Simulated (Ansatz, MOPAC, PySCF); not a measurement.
Dimer: C2H2 (SMILES C#C) (first 4 atoms) with H4OSi (SMILES O[SiH3]); geometry from B3LYP-D3(BJ)/def2-TZVP.
(charge 0, multiplicity 1):
```xyz
10

C      0.1352     0.8027     0.5367
C      0.2253    -0.3889     0.4559
H      0.0585     1.8612     0.6060
H      0.3089    -1.4465     0.3811
O     -1.0868    -0.0823     3.4667
Si     0.2047    -0.0289     4.4898
H     -0.8974    -0.0101     2.5232
H      1.1598    -1.1372     4.2343
H     -0.3431    -0.1538     5.8559
H      0.9532     1.2485     4.3697
```

Monomers are frozen at their geometry in the pair; levels with a basis set take the counterpoise correction. Rows marked so take none.

Rows in 6-31G* carry no dispersion term and start afresh at each structure (6-31G* with six Cartesian d functions). The state reached by PM3 isn't checked.

Codes used: Ansatz (a program for electronic structure); MOPAC for PM3 (differences of heats of formation); PySCF for 6-31G* rows. Each number belongs to the level named beside it.

**Question.** One of these levels gives -3.60 kcal/mol for the interaction energy. Which?
A) BP86/6-31G* (no counterpoise)
B) PBE0/def2-TZVPPD
C) PM3

**Answer.** A, BP86/6-31G* (no counterpoise). The others give -0.77 (PM3), -2.95 (PBE0/def2-TZVPPD)
